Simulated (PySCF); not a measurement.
# Two-component Hartree-Fock for Pd⁺ (palladium, charge +1)

Start: [Kr] 4d9; 4d3/2 filled at m_j = -1/2, +1/2, +3/2; 4d5/2 filled at m_j = -5/2, -3/2, -1/2, +1/2, +3/2, +5/2. Calculated with PySCF 2.14 in x2c-TZVPall-2c: generalised Hartree-Fock with the X2C-1e Hamiltonian and a Gaussian nucleus; one run each with spin-orbit coupling (SO) screened by Boettger's factors, then bare. This is a chosen level, not necessarily the ground level.

```json
{"spinor shell": "1s1/2", "electrons": "2", "ε, screened SO (eV)": "-24485.3", "ε, bare SO (eV)": "-24485.1", "weight of nominal j (bare SO)": "1.000", "rms radius, bare SO (bohr)": "0.0365"}
{"spinor shell": "2s1/2", "electrons": "2", "ε, screened SO (eV)": "-3668.3", "ε, bare SO (eV)": "-3668.3", "weight of nominal j (bare SO)": "1.000", "rms radius, bare SO (bohr)": "0.150"}
{"spinor shell": "2p1/2", "electrons": "2", "ε, screened SO (eV)": "-3393.7", "ε, bare SO (eV)": "-3399.1", "weight of nominal j (bare SO)": "1.000", "rms radius, bare SO (bohr)": "0.130"}
{"spinor shell": "2p3/2", "electrons": "4", "ε, screened SO (eV)": "-3232.6", "ε, bare SO (eV)": "-3230.3", "weight of nominal j (bare SO)": "1.000", "rms radius, bare SO (bohr)": "0.135"}
{"spinor shell": "3s1/2", "electrons": "2", "ε, screened SO (eV)": "-706.70", "ε, bare SO (eV)": "-706.71", "weight of nominal j (bare SO)": "1.000", "rms radius, bare SO (bohr)": "0.403"}
{"spinor shell": "3p1/2", "electrons": "2", "ε, screened SO (eV)": "-596.85", "ε, bare SO (eV)": "-597.83", "weight of nominal j (bare SO)": "1.000", "rms radius, bare SO (bohr)": "0.398"}
{"spinor shell": "3p3/2", "electrons": "4", "ε, screened SO (eV)": "-567.75", "ε, bare SO (eV)": "-567.36", "weight of nominal j (bare SO)": "1.000", "rms radius, bare SO (bohr)": "0.410"}
{"spinor shell": "3d3/2", "electrons": "4", "ε, screened SO (eV)": "-374.32", "ε, bare SO (eV)": "-375.29", "weight of nominal j (bare SO)": "1.000", "rms radius, bare SO (bohr)": "0.387"}
{"spinor shell": "3d5/2", "electrons": "6", "ε, screened SO (eV)": "-368.93", "ε, bare SO (eV)": "-368.32", "weight of nominal j (bare SO)": "1.000", "rms radius, bare SO (bohr)": "0.391"}
{"spinor shell": "4s1/2", "electrons": "2", "ε, screened SO (eV)": "-116.47", "ε, bare SO (eV)": "-116.48", "weight of nominal j (bare SO)": "1.000", "rms radius, bare SO (bohr)": "1.02"}
{"spinor shell": "4p1/2", "electrons": "2", "ε, screened SO (eV)": "-79.629", "ε, bare SO (eV)": "-79.796", "weight of nominal j (bare SO)": "0.952", "rms radius, bare SO (bohr)": "1.10"}
{"spinor shell": "4p3/2", "electrons": "4", "ε, screened SO (eV)": "-75.983", "ε, bare SO (eV)": "-75.926", "weight of nominal j (bare SO)": "0.976", "rms radius, bare SO (bohr)": "1.13"}
{"spinor shell": "4d3/2", "electrons": "3", "ε, screened SO (eV)": "-21.107", "ε, bare SO (eV)": "-21.186", "weight of nominal j (bare SO)": "0.840", "rms radius, bare SO (bohr)": "1.57"}
{"spinor shell": "4d5/2", "electrons": "6", "ε, screened SO (eV)": "-20.433", "ε, bare SO (eV)": "-20.391", "weight of nominal j (bare SO)": "0.921", "rms radius, bare SO (bohr)": "1.60"}
```

| quantity | screened SO | bare SO |
| --- | --- | --- |
| E (hartree) | -5042.93338 | -5043.01570 |
| M_J | 3/2 | 3/2 |
| ⟨J²⟩ | 3.755 | 3.755 |
| ⟨L²⟩ | 6.031 | 6.032 |
| ⟨S²⟩ | 0.771 | 0.773 |

Each row is a mean over spinors that exchange with the open shell spreads, by up to 3.932 eV (4p1/2).

Rows whose weight is well below 1 are mixtures of j = l ± 1/2: exchange outweighs spin-orbit coupling there, and the label is only the starting occupation.

Breit and QED terms are absent; they matter most for the inner s and p1/2 levels.

Densities and radii are taken from the X2C orbitals without a picture-change correction, which distorts them close to the nucleus.
